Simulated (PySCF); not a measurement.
# How methods differ on the excitation energy of Sn

Sn [Kr] 4d10 5s2 5p2 (3P) → Sn [Kr] 4d10 5s1 5p2 5d1 (high-spin determinant), as a difference of total energies. Computed with PySCF 2.14 in aug-cc-pVQZ-DK3 (9s8p6d3f2g, 102 functions), with the spin-free X2C one-electron Hamiltonian (Gaussian nucleus). Correlated levels: valence: [Kr] 4d10 frozen. The calculations carry no spin-orbit coupling.

| method | excitation energy (cm⁻¹) |
| --- | --- |
| UHF | 76282 |
| LDA | 93074 |
| PBE | 89953 |
| PBE0 | 88358 |
| r2SCAN | 88206 |
| B3LYP | 91516 |
| BHandHLYP | 89924 |
| B2PLYP | 89139 |
| MP2 (valence) | 83434 |
| SCS-MP2 (valence) | 85993 |

A first-order spin-orbit estimate (lowest level to lowest level, LS coupling) adds 0.023 eV.

The upper state lies above the first ionisation limit, but in LS coupling its spin forbids autoionisation to the ground ion; at this Z spin-orbit coupling breaks that rule.

The promoted electron is Rydberg-like, and one or two diffuse shells describe it only roughly, which tends to raise the upper state.

The determinant of the upper state mixes LS terms, which raises its energy above the lowest term, most at the Hartree-Fock and MP2 levels.
